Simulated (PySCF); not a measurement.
boroxine (H3B3O3), singlet, at a GFN2-xTB geometry.

Here is a job for PySCF.
```python
from pyscf import gto, scf, dft

mol = gto.Mole()
mol.atom = '''
    B    -0.62995984    1.18044110    0.24926454
    O    -1.34098568    0.02127528    0.22114647
    B    -0.71277475   -1.15913808   -0.02782965
    O     0.62913932   -1.17890358   -0.24893988
    B     1.34273459   -0.02130303   -0.22143489
    O     0.71184636    1.15762830    0.02779340
    H    -1.17144101    2.19508773    0.46351956
    H    -1.32543937   -2.15547372   -0.05175059
    H     2.49688038   -0.03961402   -0.41176897
'''
mol.basis = 'pcseg-0'
mol.verbose = 4
mol.max_memory = 1800
mol.build()

mf = dft.RKS(mol)
mf.xc = 'camb3lyp'
mf = mf.density_fit(auxbasis='def2-universal-jkfit')
mf.kernel()
```

Task: What is the computed number of basis functions (DF-CAMB3LYP/pcseg-0 (PySCF))?

Result: 60

Task: What is the computed HOMO-LUMO gap (DF-CAMB3LYP/pcseg-0)?

Result: 11.72 eV

Task: Predict the HOMO energy from DF-CAMB3LYP/pcseg-0.

Result: -11.21 eV
